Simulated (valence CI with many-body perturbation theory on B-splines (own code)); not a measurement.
**Which ion has this spectrum?**

A relativistic CI+MBPT calculation for an atom or ion with 23 electrons gives these levels (cm⁻¹):

| J | Parity | E | g |
| --- | --- | --- | --- |
| 5/2 | even | 0 | 1.24 |
| 5/2 | even | 818525 | 1.32 |
| 7/2 | even | 920810 | 1.16 |
| 11/2 | even | 928612 | 1.09 |
| 3/2 | even | 941629 | 1.12 |
| 9/2 | even | 984984 | 1.12 |
| 5/2 | even | 1023685 | 1.12 |
| 7/2 | even | 1062069 | 1.06 |
| 1/2 | even | 1067344 | 1.74 |
| 3/2 | even | 1234795 | 0.80 |
| 5/2 | even | 1728402 | 1.32 |
| 11/2 | even | 1809382 | 1.09 |
| 7/2 | even | 1810180 | 1.20 |
| 9/2 | even | 1829275 | 1.14 |

The energies are calculated, and their last digits are not significant.

Question: Which is it?
A. Bi60+
B. Pb59+
C. Au56+
D. Tl58+

Answer: B. Pb59+, ground level (3d3/2^4 3d5/2) J=5/2.
